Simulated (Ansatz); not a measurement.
Consider the ligand exchange at the Si–C bond: `C[SiH2]CBr` + CH₃OH → `CO[SiH2]C` + `CBr`.

Computed with Ansatz on PBE0-D4/def2-TZVP structures; ΔE is electronic, products minus reactants. CBS: MP2 limit from def2 TZ/QZ plus the TZ coupled-cluster correction, frozen cores. This one scheme is used for every species. DFT in def2-TZVPP. B3LYP here is the variant with VWN-RPA as its local correlation; programs differ in this. For Br outer-core shells are correlated without core-valence functions, which leaves a few kJ/mol of doubt a bond. Scalar relativity is left out up to krypton. One conformer a species, not always the lowest.

CCSD(T)/CBS gives -0.97 eV.

Another level gave -0.98 eV. Which?
A. HF/def2-TZVPP
B. PBE-D4/def2-TZVPP
C. B3LYP/def2-TZVPP
D. LC-ωPBE/def2-TZVPP

D. LC-ωPBE -0.98, HF/def2-TZVPP -1.19, B3LYP -1.06, PBE-D4 -0.89 eV.

What do rigid-rotor, harmonic-oscillator terms from PBE0-D4/def2-TZVP frequencies (298.15 K, 1 bar) make of the CCSD(T)/CBS value? (An estimate is asked.)

Computed: ΔZPE = +0.01 eV, ΔH = -0.96 eV, ΔS = -2 J/(mol·K), ΔG = -0.95 eV.

Largest T1 diagnostic among the species: 0.010.

Leaving LDA and LC-ωPBE aside and taking each functional with its dispersion term where it has one, the values, not all of them listed here, spread over 0.18 eV, from BHLYP-D4 to PBE-D4. In def2-TZVPP, CCSD(T) changes the Hartree–Fock value by +0.20 eV (the triples alone add +0.03 eV) and MP2 by +0.19 eV.
